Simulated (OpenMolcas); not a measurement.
Computed levels of 4d⁶ in ions with 42 electrons, in cm-1 above ⁵D₄.

| Item | Value |
| --- | --- |
| Program | OpenMolcas 26.06 |
| Method | SS-CASPT2, IPEA 0.25 Eh, imaginary shift 0.1 Eh |
| Basis | ANO-RCC-VTZP |
| Scalar Hamiltonian | DKH2, point nucleus |
| Spin-orbit coupling | RASSI with atomic mean-field integrals over the reference wave functions, term energies averaged over their components |

Active space for each ion: 6 electrons in 10 orbitals (4d 5d); closed shells correlated by CASPT2: 4s 4p.

```csv
Level,Ru2+,Pd4+,Ag5+
⁵D₃,1112,2010,2520
⁵D₂,1767,3050,3750
⁵D₁,2190,3780,4670
⁵D₀,2390,4120,5080
³P₂(1),15940,19740,21850
³H₆,16270,20350,22760
³H₅,16490,20610,23020
³F₃(1),17950,22740,25480
³F₂(1),18470,23580,26440
```

**Question.** Estimate ⁵D₀, ³P₂(1), ³H₆ for Rh3+ from its neighbours Ru2+ and Pd4+.

**Answer.** ⁵D₀ is fine structure, which grows about as the fourth power of a screened charge, so the fourth roots are averaged: ((2390^0.25 + 4120^0.25) / 2)^4 = 3167. The calculation gives 3180, so the estimate is off by -0.4 %.
³P₂(1) is another term, which grows about linearly with the charge: (15940 + 19740) / 2 = 17840. The calculation gives 18070, so the estimate is off by -1.3 %.
³H₆ is another term, which grows about linearly with the charge: (16270 + 20350) / 2 = 18310. The calculation gives 18460, so the estimate is off by -0.8 %.

Mixed levels, with the weight of the term that names them: Ag5+ ³H₅ (73 %), Ag5+ ³F₃(1) (75 %).

Term energies are means over components that CASPT2 splits; among the terms shown or strongly mixed into the levels shown the widest spread is 130 cm-1 (4d⁶ ³F(1), Rh3+). Active for correlation alone: 5d; no level in the range computed is led by a configuration that fills it, so any true level of that kind is missing. Levels of configurations outside the active space are missing.

A number in round brackets counts repeated terms of one configuration in the order of the reference energies.
